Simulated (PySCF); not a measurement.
# Vibration and rotation of BiO

PBE0 constants of BiO, ⁴Π (quartet), unpaired electrons π ↑↑↑, a second solution, started from another occupation (Bi cc-pVTZ-PP with ECP60, O cc-pVTZ; scalar-relativistic core potentials (PySCF 2.14); masses 208.9804 and 15.9949 u):

| Quantity | Value |
| --- | --- |
| ωe | 534.8 cm⁻¹ |
| ωexe | 2.34 cm⁻¹ |
| Be | 0.24776 cm⁻¹ |
| αe | 0.00153 cm⁻¹ |
| D (centrifugal) | 2.13e-07 cm⁻¹ |

(1) Give the vibrational terms G(v) and spacings up to v = 6.

These are scalar-relativistic numbers at best; spin–orbit coupling would shift them, the dissociation energy most.

Answers

(1) G(v) = ωe(v+½) − ωexe(v+½)².

| v | G(v) (cm⁻¹) | G(v) − G(v−1) | Bv (cm⁻¹) |
| --- | --- | --- | --- |
| 0 | 266.8 |  | 0.2470 |
| 1 | 796.9 | 530.1 | 0.2455 |
| 2 | 1322.4 | 525.4 | 0.2439 |
| 3 | 1843.1 | 520.8 | 0.2424 |
| 4 | 2359.2 | 516.1 | 0.2409 |
| 5 | 2870.6 | 511.4 | 0.2393 |
| 6 | 3377.3 | 506.7 | 0.2378 |
